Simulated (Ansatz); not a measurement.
`S[SiH2][SeH]` + H₂Se → `[SeH][SeH]` + `[SiH3]S` at 400 K and 1 bar (ligand exchange at the Se–Si bond).

Gas-phase electronic energies from Ansatz, PBE0-D4/def2-TZVP geometries. CCSD(T)/CBS adds triple-zeta CCSD(T) − MP2 to the extrapolated MP2 energy (def2 sets, frozen cores). For Se outer-core shells are correlated without core-valence functions, which leaves a few kJ/mol of doubt a bond. Scalar relativity is left out up to krypton. Each species was taken in one conformer, which may not be the lowest.

| species | CCSD(T)/CBS energy (Eh) | H − E (kJ/mol) | S (J/(mol·K)) |
| --- | --- | --- | --- |
| `S[SiH2][SeH]` | -3090.01366 | 119.7 | 359.7 |
| H₂Se | -2401.89790 | 49.4 | 229.5 |
| `[SeH][SeH]` | -4802.61264 | 59.8 | 294.4 |
| `[SiH3]S` | -689.27336 | 109.8 | 293.0 |

H − E and S are ideal-gas, rigid-rotor, harmonic terms from PBE0-D4/def2-TZVP, for one conformer and one mirror image of each species. 1 Eh = 2625.50 kJ/mol, R = 8.31446 J/(mol·K).

By hand: ΔE, ΔH, ΔS and ΔG.

ΔE = (-4802.61264) + (-689.27336) − (-3090.01366) − (-2401.89790) = 0.02556 Eh = 67.1 kJ/mol. Δ(H − E) = 59.8 + 109.8 − 119.7 − 49.4 = 0.5, so ΔH = 67.6 kJ/mol. ΔS = 294.4 + 293.0 − 359.7 − 229.5 = -1.8 J/(mol·K). ΔG = 67.6 − 400 × (-1.8)/1000 = 68.3 kJ/mol.

By hand: the equilibrium constant, and the temperature at which ΔG would vanish if ΔH and ΔS stayed fixed.

log₁₀ K = −ΔG/(RT ln 10) = -8.9. ΔH and −TΔS have one sign here, so there is no such temperature.

The number of gas molecules stays the same, so ΔS is small and ΔH decides. A doubt of 5 kJ/mol in ΔE shifts log₁₀ K by 0.7 here. Other conformers and mirror images would add mixing entropy, several J/(mol·K) or more a flexible species. These are equilibria of isolated gas molecules and say nothing of rates. Largest T1 diagnostic: 0.011 (customary marks: 0.02 for closed shells, 0.045 for open ones).

ΔS is within the doubt of such terms, so its sign, and with it that verdict, could turn.
